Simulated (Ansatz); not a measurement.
The cluster Cu₅H₅. The state is a singlet with charge 0. Geometry PBE-D4/def2-SVP, basis def2-TZVP, Ansatz.

```xyz
10

Cu    1.458   -1.298   -0.940
Cu   -2.288    0.259    0.590
Cu   -0.367   -1.222    0.547
Cu   -0.037    1.144    0.795
Cu    1.778    1.017   -0.701
H     2.454   -0.176   -1.593
H     0.437   -2.380   -0.276
H     1.068    2.180    0.190
H    -3.544    0.507   -0.229
H    -0.958   -0.030    1.616
```

```csv
run,HOMO (eV),LUMO (eV)
A,-6.52,-2.00
B,-8.89,0.91
C,-6.12,-2.35
D,-5.51,-2.98
E,-5.58,-2.71
```

HSE06 is defined as in plane-wave codes, on full-range PBE exchange. No other spin state of charge 0 was run. Another isomer (singlet) lies 0.96 eV lower at PBE0-D4/def2-TZVP; other spin states weren't run for this one.

Q: The runs used HF, HSE06, PBE, PBE0, r2SCAN. Estimate which is which.

A: A PBE0 (25 % exact exchange); B HF (100 % exact exchange); C HSE06 (range-separated); D PBE (0 % exact exchange); E r2SCAN (0 % exact exchange). Exact exchange lowers occupied and raises empty levels; among semilocal functionals meta-GGAs tend to open the gap a little, and such runs are hard to tell apart. The gap grows from 2.53 eV (PBE) to 9.80 eV (HF).
